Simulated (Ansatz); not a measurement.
`O[SiH](S)Br` and `N[SiH](O)S` differ in one atom or group.

Ansatz, PBE0-D4/def2-TZVP geometries, multiplicity 1. Each molecule was computed in one conformer, which needn't be the lowest.

Scalar relativity is left out up to krypton. Spin–orbit coupling is left out; it splits and shifts lone-pair levels of the heavy atoms by tenths of an eV.

```csv
property,`O[SiH](S)Br`
LUMO energy (PBE/def2-TZVPP) / eV,-1.28
size of the dipole moment (ωB97M-V/def2-TZVPP) / D,0.86
HOMO–LUMO gap (PBE/def2-TZVPP) / eV,5.36
HOMO energy (B3LYP/def2-TZVPP) / eV,-7.64
HOMO–LUMO gap (ωB97M-V/def2-TZVPP) / eV,11.63
LUMO energy (B3LYP/def2-TZVPP) / eV,-0.60
```

(1) What does the change do to each property? (Best estimate.)

## Answers

(1) Computed: 
```
                                          property  `N[SiH](O)S`  shift
                 LUMO energy (PBE/def2-TZVPP) / eV         -0.44   0.84
size of the dipole moment (ωB97M-V/def2-TZVPP) / D          1.07   0.21
               HOMO–LUMO gap (PBE/def2-TZVPP) / eV          5.68   0.32
               HOMO energy (B3LYP/def2-TZVPP) / eV         -7.13   0.51
           HOMO–LUMO gap (ωB97M-V/def2-TZVPP) / eV         11.73   0.10
               LUMO energy (B3LYP/def2-TZVPP) / eV          0.15   0.75
```

With PBE0 the HOMO rises by 0.51 eV and the LUMO rises by 0.84 eV, so the gap widens by about 0.33 eV. PBE moves the HOMO by 0.53 eV and ωB97M-V by 0.49 eV. The zero-point energy changes by 64.9 kJ/mol with +6 modes. Dipoles are sizes alone; their direction can turn.

Positive LUMOs are unbound, so they and the gaps depend on the basis.

B3LYP here is the variant with VWN-RPA as its local correlation; programs differ in this.
